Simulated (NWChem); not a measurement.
InBr$_{3}$; SMILES [Br][In]([Br])[Br]

Results from NWChem. The geometry was optimised at PBE0/def2-SVP. Not confirmed as a minimum by frequencies. def2 effective core potentials on In; no spin-orbit coupling. Ions are spin-unrestricted doublets at the neutral geometry; other ion states weren't tried. Functional: LC-ωPBE (HJS hole) with def2-SVP; the question gives the range parameter ω in 1/bohr.

Question: Estimate the computed values for range parameter (1/bohr) 0.20. Quantities: vertical ionisation energy, ΔSCF (eV); −ε(HOMO) (eV).

Answer: 
* **vertical ionisation energy, ΔSCF (eV)**: 10.57
* **−ε(HOMO) (eV)**: 9.93
